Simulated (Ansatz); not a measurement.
Reaction (cleavage of the Sn–Si bond): `[SiH3][SnH]1[CH2][CH2]1` + HI → `[I][SnH]1[CH2][CH2]1` + SiH₄

Calculated with Ansatz (gas phase, PBE0-D4/def2-TZVP geometries, no zero-point term in ΔE). CCSD(T)/CBS is the MP2 limit (def2-TZVPP, def2-QZVPP) plus CCSD(T) − MP2 in def2-TZVPP, frozen cores. This one scheme is used for every species. Functionals use def2-TZVPP. Elements past krypton have def2 core potentials. For I, Sn outer-core shells are correlated without core-valence functions, which leaves a few kJ/mol of doubt a bond.

```
          level  ΔE (kJ/mol)
        ωB97M-V       -125.7
       PBE-QIDH       -121.0
           BLYP       -129.0
        LC-ωPBE       -118.8
   MP2/def2-SVP       -128.0
CCSD/def2-TZVPP       -121.8
 MP2/def2-QZVPP       -131.1
   HF/CBS(def2)       -161.7
```

(1) What does CCSD(T)/CBS give? (Best estimate.)

(2) What do rigid-rotor, harmonic-oscillator terms from PBE0-D4/def2-TZVP frequencies (298.15 K, 1 bar) make of the CCSD(T)/CBS value? (Estimate.)

Largest T1 diagnostic among the species: 0.016.

Results:

(1) Ansatz gave: -128.0 kJ/mol. The listed levels differ from it by 2.3, 7.0, -1.0, 9.2, 0.0, 6.2, -3.1, -33.7 kJ/mol.

(2) Ansatz gave: ΔZPE = +4.6 kJ/mol, ΔH = -124.2 kJ/mol, ΔS = -2 J/(mol·K), ΔG = -123.7 kJ/mol.

At CCSD(T), def2-SVP lies +4.7 kJ/mol from the extrapolated value and def2-TZVPP +11.3 kJ/mol. From PBE to PBE0 (25 % exact exchange), in def2-TZVPP and without D4, ΔE moves by −5.5 kJ/mol. In def2-TZVPP, CCSD(T) changes the Hartree–Fock value by +43.7 kJ/mol (the triples alone add +5.1 kJ/mol) and MP2 by +36.2 kJ/mol.
